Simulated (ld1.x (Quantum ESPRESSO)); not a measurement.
## La (Z = 57): variants of one TM potential

Base potential:

* Element: lanthanum
* Generator: ld1.x (Quantum ESPRESSO) 7.5
* Type: norm-conserving Troullier–Martins (Kleinman–Bylander form)
* Functional: PBE
* Relativity: scalar-relativistic
* Frozen core: [Kr]
* Valence charge: 21
* Reference configuration: 4d10 4f0 5s2 5p6 5d1 6s2 6p0
* Partial waves: 5s (bound): rc 2.60 bohr; 4d (bound): rc 0.90 bohr; 4f (bound, empty): rc 1.30 bohr; 5p (bound): rc 2.50 bohr
* Local potential: the p channel
* Core correction: a·sin(br)/r model core inside 0.90 bohr

Occupied shells without a wave of their own: 5d, 6s. They enter only through the test configuration that unscreens the potential, and ld1.x also counts them in the model core charge.

Cutoffs, loose and tight: the cutoffs (Ry, on a coarse ladder) from which the occupation-weighted sum of valence levels, in a spherical-Bessel basis at the reference potential, stays within 10 and 1 mRy of its value at 400 Ry. They do not see the model core or the augmentation charge, which bear on the density cutoff. Test errors are all-electron minus pseudo excitation energies from the reference, over the configurations 4d10 4f0 5s2 5p6 5d1 6s1 6p0; 4d10 4f0 5s2 5p6 5d1 6s0 6p0; 4d10 4f0 5s2 5p6 5d0 6s0 6p0; 4d10 4f0 5s2 5p6 5d1 6s1.5 6p0; 4d10 4f1 5s2 5p6 5d1 6s0 6p0; 4d10 4f0 5s1 5p6 5d1 6s2 6p0; 4d10 4f0 5s2 5p6 5d1 6s0 6p2. A dash means not determined; rows that change the core or the reference have their own tests. The largest error is taken over the tests solved by every variant that gives reliable tests at all: 4d10 4f0 5s2 5p6 5d0 6s0 6p0; 4d10 4f0 5s2 5p6 5d1 6s1 6p0; 4d10 4f0 5s2 5p6 5d1 6s1.5 6p0.

With those shells counted twice in exchange and correlation these files are broken, and their errors move erratically; no question is asked of them.

Cutoffs are not given where the Bessel-basis levels miss the radial ones by over 6 mRy, ghosts where they miss by over 20 mRy; a channel whose overlap is not positive is not tested.

```tsv
change	outcome	cutoff, loose	cutoff, tight	bound ghosts	largest test error (meV)
base	generated, misses its reference levels by 1.39 eV	160 Ry	300 Ry	none	+2297
all radii but the core radius scaled by about 0.79 (s 2.06, p 1.98, d 0.72, f 1.02 bohr)	generated, misses its reference levels by 1.42 eV	260 Ry	300 Ry	none	+721
all radii but the core radius scaled by about 0.87 (s 2.26, p 2.18, d 0.78, f 1.14 bohr)	generated, misses its reference levels by 1.65 eV	–	–	not determined	-5807
all radii but the core radius scaled by about 1.11 (s 2.88, p 2.78, d 1.00, f 1.44 bohr)	generated, misses its reference levels by 1.37 eV	160 Ry	260 Ry	none	-666
all radii but the core radius scaled by about 1.22 (s 3.16, p 3.04, d 1.10, f 1.58 bohr)	generated, misses its reference levels by 1.37 eV	160 Ry	260 Ry	none	-1910
all radii but the core radius scaled by about 1.34 (s 3.50, p 3.36, d 1.20, f 1.74 bohr)	generated, misses its reference levels by 1.37 eV	140 Ry	260 Ry	none	-3564
```

Reading the sweep of the scale of all radii but the core radius (base = 1) (base included, trends over the rows without a ghost): The loose cutoff falls from 260 Ry at 0.79 to 140 Ry at 1.34. A larger radius leaves more room for a smooth pseudo-wave, so fewer plane waves are needed; a smaller one forces it to follow the all-electron wave where it bends sharply.
